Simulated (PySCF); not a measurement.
# BeF₂: fields on a plane

Level of theory: PBE0/[Be def2-TZVP, F def2-TZVP], no relativity, density fitting, PySCF.

The singlet minimum has Be–F 1.378 Å (×2); F–Be–F 180.0°.

The plane holds Be1 at (0.00, 0.00), F2 at (1.38, 0.00), F3 at (-1.38, 0.00) Å. Columns run from x = -3.45 to 3.75 Å, rows from y = 2.25 (top) to -1.95 Å, in steps of 0.3 Å. Other isomers or separated fragments may lie lower.

Q: Give the electron localisation function (set to 0 where the density is under 0.005 e/Å³). Lower edges of the bins: '0' 0.000, '1' 0.100, '2' 0.199, '3' 0.299, '4' 0.398, '5' 0.498, '6' 0.598, '7' 0.697, '8' 0.797, '9' 0.896; top 1.00.

A: 
```
0000000000000000000000000
0000000000000000000000000
0000000111000011100000000
0000112222100122221100000
0001245554200245554210000
0002467776300367776420000
0003688887100178888630000
0013787178099087178731000
0013787178099087178731000
0003688887100178888630000
0002467776300367776420000
0001245554200245554210000
0000112222100122221100000
0000000111000011100000000
0000000000000000000000000
```

Q: Give the electron density (e/Å³) (cut at 5 e/Å³). Every second row and column.

A: 
```
0.00 0.00 0.00 0.00 0.00 0.00 0.00 0.00 0.00 0.00 0.00 0.00 0.00
0.00 0.00 0.00 0.01 0.01 0.01 0.01 0.01 0.01 0.01 0.00 0.00 0.00
0.00 0.00 0.03 0.14 0.16 0.07 0.05 0.11 0.18 0.07 0.01 0.00 0.00
0.00 0.01 0.22 3.02 2.71 0.39 0.43 0.99 4.60 0.91 0.05 0.00 0.00
0.00 0.01 0.36 5.00 5.00 0.86 5.00 1.96 5.00 2.05 0.07 0.00 0.00
0.00 0.01 0.09 0.63 0.65 0.17 0.10 0.34 0.86 0.28 0.02 0.00 0.00
0.00 0.00 0.01 0.03 0.04 0.03 0.02 0.03 0.04 0.02 0.00 0.00 0.00
0.00 0.00 0.00 0.00 0.00 0.00 0.00 0.00 0.00 0.00 0.00 0.00 0.00
```
